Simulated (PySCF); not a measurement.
Work out the structure from these simulated measurements.

Formula: C6H10O.

| Item | Value |
| --- | --- |
| NMR, other nuclei | isotropic shieldings of nuclei other than C and H, by class: 263 (1 O) ppm [GIAO PBE0/pcSseg-1] |
| Rotational structure | rotational constants A, B, C: 4.603, 2.362, 1.673 GHz [PBE0-D3(BJ)/def2-SVP] |
| Valence photoelectron | vertical ionisation energy: 9.10 eV [ΔSCF PBE0/def2-SVPD] |
| Couplings | largest of the computed one-bond spin–spin couplings (means over like bonds): 13C–1H +165.1, 13C–1H +164.7, 13C–1H +146.7, 13C–1H +137.9, 13C–1H +137.2, 13C–1H +134.6, 13C–1H +130.5, 13C–1H +127.8 Hz [B3LYP/pcJ-1, spin–dipole term left out] |
| 13C NMR | chemical shifts (computed TMS as zero) by class: 135.9 (1 C), 133.9 (1 C), 68.0 (1 C), 39.9 (1 C), 35.6 (1 C), 29.0 (1 C) ppm [GIAO PBE0/pcSseg-1] |
| Triplet | lowest triplet excitation (Tamm–Dancoff): 4.25 eV [TDA PBE0/def2-SVPD] |
| UV, first state | lowest singlet excitation: 6.52 eV (190 nm, f = 0.042) [TDDFT PBE0/def2-SVPD] |
| Polarisability | 73.8 au [PBE0/def2-SVPD] |

Gas-phase values; electronic properties from PySCF, density fitting. Levels stand in brackets. The structure is a single PBE0-D3(BJ)/def2-SVP conformer in the gas phase; no vibrational or solvent corrections. Each NMR value is the plain mean over a class of atoms that symmetry, rotation or inversion makes alike.

Question: What is the compound? Reason from the data.

Answer: Numbering: `[OH:1][C@H:2]1[CH2:3][CH:4]=[CH:5][CH2:6][CH2:7]1`. Its formula, C6H10O, gives 2 degrees of unsaturation: 1 ring and 1 π bond in the structure found. 6 carbons fall into 6 classes; from least to most shielded: alkene CH carbon [C5] (135.9 ppm), alkene CH carbon [C4] (133.9 ppm), carbinol carbon (C–OH) [C2] (68.0 ppm), allylic carbon [C3] (39.9 ppm), ring CH2 carbon [C7] (35.6 ppm), allylic carbon [C6] (29.0 ppm). The other shieldings belong to: 263 ppm, alcohol oxygen [O1]. The couplings run between: +165.1 Hz, alkene CH carbon [C4] and its hydrogen; +164.7 Hz, alkene CH carbon [C5] and its hydrogen; +146.7 Hz, carbinol carbon (C–OH) [C2] and its hydrogen; +137.9 Hz, ring CH2 carbon [C7] and its hydrogen; +137.2 Hz, allylic carbon [C3] and its hydrogen; +134.6 Hz, allylic carbon [C6] and its hydrogen; +130.5 Hz, allylic carbon [C6] and its hydrogen; +127.8 Hz, ring CH2 carbon [C7] and its hydrogen. The first electron is taken from the HOMO, whose largest Löwdin shares are 0.33 on each of 2 atoms of one kind (alkene CH carbon) and 0.08 on each of 2 atoms of one kind (allylic carbon). The optimised geometry has point group C1 and is an asymmetric top. Structure: 3-cyclohexen-1-ol (`O[C@H]1CC=CCC1`). Computed isomers that give other values at the same levels: `CC[C@H]1CC=CO1` (rotational constant A: 5.775 GHz; this holds for the one conformer computed); `CC(=O)C=C(C)C` (rotational constant A: 5.026 GHz; this holds for the one conformer computed); `C=C=C[C@H](C)OC` (rotational constant A: 3.785 GHz; this holds for the one conformer computed). The assignments are read from this structure; whether some other isomer fits the data as well wasn't checked. The mirror image fits equally.
